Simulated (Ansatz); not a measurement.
`[NH2][Mg][Br]` + `[F][Mo]([F])(=[S])=[S]` → `[F][Mg][Br]` + `[NH2][Mo]([F])(=[S])=[S]`  (redistribution)

Computed with Ansatz on PBE0-D4/def2-TZVP structures; ΔE is electronic, products minus reactants. CCSD(T)/CBS is the MP2 limit (def2-TZVPP, def2-QZVPP) plus CCSD(T) − MP2 in def2-TZVPP, frozen cores. Functionals use def2-TZVPP. B3LYP here is the variant with VWN-RPA as its local correlation; programs differ in this. Elements past krypton have def2 core potentials. For Br, Mg, Mo outer-core shells are correlated without core-valence functions, which leaves a few kJ/mol of doubt a bond. Scalar relativity is left out up to krypton. One conformer a species, not always the lowest.

| level | ΔE (kcal/mol) | difference from CCSD(T)/CBS |
| --- | --- | --- |
| BLYP-D4 | -20.7 | 2.4 |
| BHLYP-D4 | -23.0 | 0.1 |
| B3LYP | -20.3 | 2.8 |
| BHLYP | -21.8 | 1.3 |
| CCSD(T)/def2-SVP | -26.2 | -3.1 |
| HF/def2-TZVPP | -22.1 | 1.0 |
| MP2/def2-TZVPP | -23.8 | -0.7 |
| HF/def2-QZVPP | -22.8 | 0.3 |
| HF/CBS(def2) | -22.8 | 0.3 |
| MP2/CBS(def2) | -24.7 | -1.6 |
| CCSD(T)/CBS | -23.1 | 0 |

Largest T1 diagnostic among the species: 0.025, so the coupled-cluster value is less sure than usual.

From r2SCAN to r2SCAN0 (25 % exact exchange), in def2-TZVPP and without D4, ΔE moves by −1.7 kcal/mol. The D4 term adds −1.4 kcal/mol with B3LYP and −0.8 kcal/mol with PBE0; it sums over pairs of atoms, weighted by their polarisabilities, and B3LYP, whose exchange is more repulsive, gets the larger term.
